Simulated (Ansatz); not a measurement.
Coupled-cluster diagnostics for [Al(H2O)6]3+ (AlO6H12³⁺), Ansatz.

Geometry of the singlet (B3LYP-D4/def2-SVP):

```
atom    x (Å)    y (Å)    z (Å)
 Al1  -0.0009  -0.0009   0.0002
  O2   0.9043  -1.3869   0.9967
  H3   0.4913  -2.0487   1.5903
  H4   1.8684  -1.5640   1.0074
  O5  -0.8954   1.3875  -1.0026
  H6  -0.4730   2.0407  -1.5991
  H7  -1.8572   1.5762  -1.0164
  O8   0.2028   1.2087   1.4933
  H9   0.6222   1.0085   2.3564
 H10  -0.0940   2.1420   1.5356
 O11  -0.2122  -1.2108  -1.4911
 H12   0.0973  -2.1395  -1.5408
 H13  -0.6528  -1.0164  -2.3451
 O14  -1.6973  -0.5882   0.7141
 H15  -2.1299  -0.2684   1.5335
 H16  -2.2934  -1.2641   0.3285
 O17   1.6972   0.5883  -0.7102
 H18   2.1278   0.2778  -1.5342
 H19   2.2948   1.2583  -0.3166
```

Correlated methods freeze 11 core orbitals.

Task: Estimate the CCSD(T) correlation energy, the shares of MP2 and (T), T1 and the reference's ⟨S²⟩ for: charge 3, singlet, own geometry in def2-SVP; and the rough time on 4 threads of Intel Xeon Platinum 8259CL on a shared host.

Result: 
```
                          state     basis  correlation (eV)  MP2 share (%)  (T) share (%)     T1  ⟨S²⟩ (pure)  wall time
charge 3, singlet, own geometry  def2-SVP           -35.727           94.6            1.7  0.008  0.00 (0.00)       68 s
```
Customary marks for T1 are 0.02 (closed shells), 0.045 (open shells) and about 0.05 (3d metals). T1 stays under 0.02 throughout.
